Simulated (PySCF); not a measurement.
Computed Raman spectrum (relative Raman activity) of a molecule FH₈NSi₃. Geometry: PBE-D3(BJ)/def2-SVP. Other conformers were not sampled. Computed with PBE-D3(BJ)/def2-SVP (PySCF). Frequencies are harmonic and unscaled.

```tsv
ν (cm⁻¹)	relative intensity
197	2.2
418	10.0
435	3.6
542	3.2
627	4.2
676	7.3
743	10
758	8.2
803	4.5
822	3.4
856	4.1
874	5.6
894	7.4
901	2.2
925	7.9
1502	3.7
2098	100
2141	87
2154	76
2158	94
2161	50
2176	29
3464	66
3556	39
```

**Question.** Pick the molecule that these values belong to.
(A) F[Si@H]([SiH3])N[SiH3]
(B) N[SiH2][Si@@H](F)[SiH3]
(C) N[Si@H]([SiH3])[SiH2]F
(D) N[SiH2][SiH2][SiH2]F

**Answer.** D, N[SiH2][SiH2][SiH2]F
